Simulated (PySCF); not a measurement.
SiHF, SMILES F[SiH] (connectivity only; charge and spin as stated), neutral, multiplicity 1.

Geometry optimised at r2SCAN-D4/def2-TZVPD. The isomer is the one that the SMILES or the coordinates give; other isomers of the formula were not compared.

Calculation: B3LYP/def2-TZVPD (PySCF).

Symmetry labels are those of the subgroup Cs that the program uses (full group Cs).

Computed valence orbital energies around the gap with their symmetry:
| orbital | symmetry | energy (eV) |
|---|---|---|
| HOMO−7 | A' | -100.16 |
| HOMO−6 | A' | -100.02 |
| HOMO−5 | A' | -32.60 |
| HOMO−4 | A' | -15.01 |
| HOMO−3 | A' | -12.52 |
| HOMO−2 | A" | -12.38 |
| HOMO−1 | A' | -11.20 |
| HOMO | A' | -6.86 |
| LUMO | A" | -2.92 |
| LUMO+1 | A' | -0.50 |
| LUMO+2 | A' | 0.54 |
| LUMO+3 | A' | 1.26 |
